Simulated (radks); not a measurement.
Spherical quantum dot in the effective-mass picture: electrons in a parabolic well V = omega^2 r^2 / 2 with omega = 3.97, all in effective atomic units (hartree* = m*/eps^2 hartree, bohr* = eps/m* bohr), one dielectric constant everywhere. Method: non-relativistic Kohn-Sham, PBE, spin-polarised, spherical densities; computed with a radial shooting solver with Libxc functionals. Levels are named by radial order and angular momentum (1s, 1p, 1d, 2s, ...), and open shells are averaged over m.

N = 2, configuration 1s2. This is the lowest configuration that the search found. Occupied and some empty levels:

| level | occupation | eigenvalue (hartree*) | <r> (bohr*) |
|---|---|---|---|
| 1s | 2 | 8.0489 | 0.5866 |
| 1p | 0 | 11.762 | 0.7729 |
| 1d | 0 | 15.556 | 0.9222 |
| 2s | 0 | 15.684 | 0.8621 |

Energy (hartree*): total 13.4728, kinetic 5.5724, external 6.3665, Hartree 3.0677, exchange-correlation -1.5337.

Electron density:

| r (bohr*) | n(r) (e/bohr*^3) |
|---|---|
| 0.0254 | 2.466 |
| 0.0893 | 2.405 |
| 0.153 | 2.280 |
| 0.217 | 2.100 |
| 0.281 | 1.879 |
| 0.345 | 1.633 |
| 0.409 | 1.376 |
| 0.473 | 1.124 |
| 0.536 | 0.8902 |
| 0.600 | 0.6825 |
| 0.664 | 0.5069 |
| 0.728 | 0.3643 |
| 0.792 | 0.2535 |
| 0.856 | 0.1709 |
| 0.920 | 0.1116 |
| 0.984 | 0.07059 |
| 1.05 | 0.04310 |
| 1.11 | 0.02576 |
| 1.18 | 0.01477 |
| 1.24 | 0.008197 |
